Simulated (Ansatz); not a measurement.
`C=C[Si](F)F` radical. The species carries charge 0 and has multiplicity 2.

```xyz
8

C     1.263    0.138    0.324
C     0.147    0.605   -0.232
Si   -1.504   -0.146    0.119
F    -1.279   -1.582    0.778
F    -2.303   -0.374   -1.244
H     1.258   -0.733    0.971
H     2.229    0.602    0.147
H     0.188    1.490   -0.863
```

Task: What are the harmonic wavenumbers in cm⁻¹ at PBE0-D4/def2-TZVP (Ansatz, finite differences of forces, unscaled)? (An estimate is asked.)

Result: Ansatz gave: 89, 155, 244, 312, 381, 549, 668, 868, 923, 1007, 1011, 1036, 1281, 1437, 1652, 3139, 3162, 3226.

Task: Is this a minimum?

Result: Yes, all 18 modes are real.

Task: Give the ideal-gas thermochemistry at 298.15 K and 1 bar (rigid rotor, harmonic oscillator; point group C1, symmetry number 1).

Result: Zero-point energy 126.4 kJ/mol; H(298) − E = 144.7 kJ/mol; entropy 331.1 J/(mol·K), of which translation 165.4, rotation 110.0, vibration 49.9, electronic 5.8; G(298) − E = 46.0 kJ/mol. Modes under 100 cm⁻¹ are hindered rotations or soft bends, so the harmonic entropy is rough.

Task: Rotational constants (cm⁻¹)?

Result: 0.225, 0.1039, 0.07692.
